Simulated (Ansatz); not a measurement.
A structure relaxed at PBE0-D4/def2-TZVP, charge 0, multiplicity 1:

| atom | x (Å) | y (Å) | z (Å) |
| --- | --- | --- | --- |
| O1 | 1.235 | 1.712 | 0.247 |
| Si2 | 1.448 | 0.475 | -0.791 |
| Cl3 | 3.334 | -0.324 | -0.587 |
| C4 | 0.208 | -0.892 | -0.485 |
| Si5 | -1.404 | -0.334 | 0.214 |
| O6 | -1.017 | 0.510 | 1.577 |
| Cl7 | -2.602 | -1.926 | 0.722 |
| H8 | 0.672 | 1.535 | 1.010 |
| H9 | 1.373 | 1.005 | -2.166 |
| H10 | 0.647 | -1.600 | 0.227 |
| H11 | 0.039 | -1.439 | -1.418 |
| H12 | -2.208 | 0.493 | -0.713 |
| H13 | -1.725 | 0.784 | 2.163 |

**Question.** Give its formula and SMILES.

**Answer.** CH6Cl2O2Si2, `O[Si@H](Cl)C[Si@@H](O)Cl`.

**Question.** Point group (tolerance 0.08 Å, 0.16 Å for H)?

**Answer.** C1.

**Question.** Summarise the bond lengths by kind.

**Answer.** 2 × O–Si 1.630 to 1.650 Å; 2 × H–O 0.959 to 0.965 Å; 2 × Cl–Si 2.056 to 2.058 Å; 2 × C–Si 1.844 to 1.871 Å; 2 × H–Si 1.476 to 1.480 Å; 2 × C–H 1.095 to 1.096 Å.

Computed with Ansatz.
